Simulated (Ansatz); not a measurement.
Reaction (formal exchange of groups at a Ge–N bond): `[NH2][Ge][NH2]` + CH₄ → `[CH3][Ge][NH2]` + NH₃

Calculated with Ansatz (gas phase, PBE0-D4/def2-TZVP geometries, no zero-point term in ΔE). CBS: MP2 limit from def2 TZ/QZ plus the TZ coupled-cluster correction, frozen cores. This one scheme is used for every species. Functionals use def2-TZVPP. B3LYP here is the variant with VWN-RPA as its local correlation; programs differ in this. For Ge outer-core shells are correlated without core-valence functions, which leaves a few kJ/mol of doubt a bond. Scalar relativity is left out up to krypton. One conformer a species, not always the lowest.

```csv
level,ΔE (kcal/mol),difference from CCSD(T)/CBS
r2SCAN-D4,18.8,1.4
B97M-V,18.4,1.0
PBE0-D4,17.4,0.0
CAM-B3LYP-D4,19.3,1.9
PBE-QIDH,17.9,0.5
PBE,17.5,0.1
revPBE,17.2,-0.2
BLYP,18.8,1.4
r2SCAN,18.8,1.4
PBE0,17.6,0.2
B3LYP,18.8,1.4
CCSD/def2-SVP,18.7,1.3
SCS-MP2/def2-TZVPP,18.4,1.0
CCSD/def2-TZVPP,17.4,0.0
SCS-MP2/def2-QZVPP,18.5,1.1
HF/CBS(def2),19.8,2.4
CCSD(T)/CBS,17.4,0
```

Largest T1 diagnostic among the species: 0.014.

In def2-TZVPP, CCSD(T) changes the Hartree–Fock value by −2.5 kcal/mol (the triples alone add −0.2 kcal/mol) and MP2 by −1.6 kcal/mol. At CCSD(T), def2-SVP lies +1.3 kcal/mol from the extrapolated value and def2-TZVPP −0.1 kcal/mol. Leaving LDA and LC-ωPBE aside and taking each functional with its dispersion term where it has one, the values, not all of them listed here, spread over 2.2 kcal/mol, from revPBE-D4 to CAM-B3LYP-D4. LDA lies +0.8 kcal/mol from PBE without D4.
